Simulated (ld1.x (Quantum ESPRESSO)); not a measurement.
**Varying the TM potential for nitrogen**

Base potential:

| Property | Result |
| --- | --- |
| Element | N (Z = 7) |
| Generator | ld1.x (Quantum ESPRESSO) 7.5 |
| Type | norm-conserving Troullier–Martins (Kleinman–Bylander form) |
| Functional | revPBE |
| Relativity | scalar-relativistic |
| Frozen core | [He] |
| Valence charge | 5 |
| Reference configuration | 2s2 2p2 (charge +1) |
| Partial waves | 2s (bound): rc 1.10 bohr; 2p (bound): rc 1.50 bohr; 3d channel at -0.1 Ry: rc 1.55 bohr |
| Local potential | all-electron potential smoothed inside 1.35 bohr (lloc = -2) |
| Core correction | a·sin(br)/r model core inside 0.70 bohr |

All-electron outer shells of the reference configuration (revPBE, scalar-relativistic, ld1.x):

```tsv
shell	level (eV)	outermost node (bohr)	outermost maximum (bohr)
2s	-32.51	0.32	0.99
2p	-20.63	–	0.92
```

Cutoffs, loose and tight: the cutoffs (Ry, on a coarse ladder) from which the occupation-weighted sum of valence levels, in a spherical-Bessel basis at the reference potential, stays within 10 and 1 mRy of its value at 400 Ry. They do not see the model core or the augmentation charge, which bear on the density cutoff. Test errors are all-electron minus pseudo excitation energies from the reference, over the configurations 2s2 2p3; 2s2 2p1; 2s2 2p0; 2s2 2p2.5; 2s1 2p3; 2s2 2p3.3; 2s1 2p4. A dash means not determined; rows that change the core or the reference have their own tests.

```tsv
change	outcome	cutoff, loose	cutoff, tight	bound ghosts	largest test error (meV)
base	generated	55 Ry	110 Ry	none	+297
core correction a·sin(br)/r model core inside 0.90 bohr	generated	55 Ry	110 Ry	none	+350
reference 2s2 2p1	generated	55 Ry	120 Ry	none	+306
local potential all-electron potential smoothed inside 0.80 bohr (lloc = -2)	generated	55 Ry	110 Ry	none	+405
wave 2p (bound): rc 1.50 bohr becomes 2p (bound): rc 1.92 bohr	generated	50 Ry	110 Ry	none	+815
local potential the s channel	generated	55 Ry	110 Ry	none	+402
wave 3d channel at -0.1 Ry: rc 1.55 bohr becomes 3d channel at -0.1 Ry: rc 1.50 bohr	generated	55 Ry	110 Ry	none	+297
wave 3d channel at -0.1 Ry: rc 1.55 bohr becomes 3d channel at -0.07 Ry: rc 1.55 bohr	generated	55 Ry	110 Ry	none	+297
```

Problem. What comes out with this change to the base: all radii but the core radius scaled by about 1.35 (s 1.48, p 2.02, d 2.10 bohr); local potential all-electron potential smoothed inside 1.82 bohr (lloc = -2)?

Solution. outcome: generated; cutoff, loose: 35 Ry; cutoff, tight: 60 Ry; bound ghosts: none; largest test error (meV): +1189.
